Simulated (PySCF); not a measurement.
## From a computed spectrum to the compound

A species of 11 atoms with charge 1 has these harmonic modes (PBE0, small Gaussian bases with core potentials, PySCF 2.14.0):

```json
{"cm⁻¹": "134", "km/mol": "4.0", "symmetry": "a"}
{"cm⁻¹": "154", "km/mol": "0.3", "symmetry": "b"}
{"cm⁻¹": "154", "km/mol": "0.4", "symmetry": "a"}
{"cm⁻¹": "531", "km/mol": "71.8", "symmetry": "b"}
{"cm⁻¹": "552", "km/mol": "14.8", "symmetry": "a"}
{"cm⁻¹": "599", "km/mol": "14.3", "symmetry": "b"}
{"cm⁻¹": "639", "km/mol": "0.0", "symmetry": "a"}
{"cm⁻¹": "644", "km/mol": "0.8", "symmetry": "b"}
{"cm⁻¹": "653", "km/mol": "1.3", "symmetry": "a"}
{"cm⁻¹": "1074", "km/mol": "18.2", "symmetry": "b"}
{"cm⁻¹": "1076", "km/mol": "3.4", "symmetry": "a"}
{"cm⁻¹": "1090", "km/mol": "0.9", "symmetry": "a"}
{"cm⁻¹": "1102", "km/mol": "23.3", "symmetry": "b"}
{"cm⁻¹": "1215", "km/mol": "238.0", "symmetry": "b"}
{"cm⁻¹": "1244", "km/mol": "85.3", "symmetry": "a"}
{"cm⁻¹": "1264", "km/mol": "158.8", "symmetry": "b"}
{"cm⁻¹": "1272", "km/mol": "11.7", "symmetry": "a"}
{"cm⁻¹": "1284", "km/mol": "9.1", "symmetry": "b"}
{"cm⁻¹": "1287", "km/mol": "0.2", "symmetry": "a"}
{"cm⁻¹": "2174", "km/mol": "6.2", "symmetry": "a"}
{"cm⁻¹": "2174", "km/mol": "145.2", "symmetry": "b"}
{"cm⁻¹": "2196", "km/mol": "21.9", "symmetry": "a"}
{"cm⁻¹": "2198", "km/mol": "361.2", "symmetry": "b"}
{"cm⁻¹": "2258", "km/mol": "15.6", "symmetry": "b"}
{"cm⁻¹": "2270", "km/mol": "172.7", "symmetry": "a"}
{"cm⁻¹": "2709", "km/mol": "23.0", "symmetry": "b"}
{"cm⁻¹": "2710", "km/mol": "11.8", "symmetry": "a"}
```

(1) Which species is it, and in which structure?

Answers

(1) [Pm(BH4)2]+ (singlet in the valence; each metal's 4f electrons, 4 of them, lie in its core potential, out of spins and levels):
```xyz
11

Pm    0.0000    0.0000   -0.2312
B     2.0194    0.0002    1.1243
H     2.9576    0.0212    1.8691
H     1.1031   -0.8000    1.4919
H     2.2677   -0.3059   -0.0708
H     1.4036    1.1115    1.0504
B    -2.0193   -0.0002    1.1244
H    -2.9575   -0.0212    1.8691
H    -1.1030    0.8000    1.4919
H    -2.2677    0.3059   -0.0707
H    -1.4036   -1.1115    1.0505
```
Ideal gas at 298.15 K and 1 bar: S = 334.9 J/(mol K), Cp = 92.2 J/(mol K), H − H(0 K) = 18.0 kJ/mol (rigid rotor, harmonic modes, spin degeneracy alone, that of the 4f electrons in the core included). An lcecp potential fixes the number of 4f electrons, so in runs with it no electron can move into or out of that shell.
 This is one of several that fit.
